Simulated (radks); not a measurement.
Excited configurations of K I: one electron is placed in a higher orbital outside [Ar]. The ground configuration is [Ar] 4s1. Calculated with a radial shooting solver on a logarithmic mesh with Libxc functionals: scalar-relativistic Kohn-Sham, LDA (Slater exchange, Perdew-Wang correlation), spin-polarised, spherical densities, finite nucleus; open shells are filled with parallel spins first; Fermi nuclear charge, rms radius 3.4349 fm. Excitation = E - E(ground); binding = E(ion) - E, where the ion is the core of charge +1; n* = 1/sqrt(2 binding) in atomic units, and the quantum defect is n - n*.

outer orbital,excitation (eV),binding (eV),eigenvalue (eV),<r> (bohr)
4d,3.209,1.340,-0.695,13.53
5s,2.583,1.966,-1.214,11.10
5d,3.696,0.853,-0.518,23.36
7d,4.126,0.422,-0.284,51.90
7f,4.207,0.342,-0.230,62.27

The Delta-SCF ionisation energy is 4.549 eV (NIST Atomic Spectra Database: 4.341 eV, measured). Self-interaction in the functional shifts the binding energies and quantum defects, so they are the method's values and not measured ones.
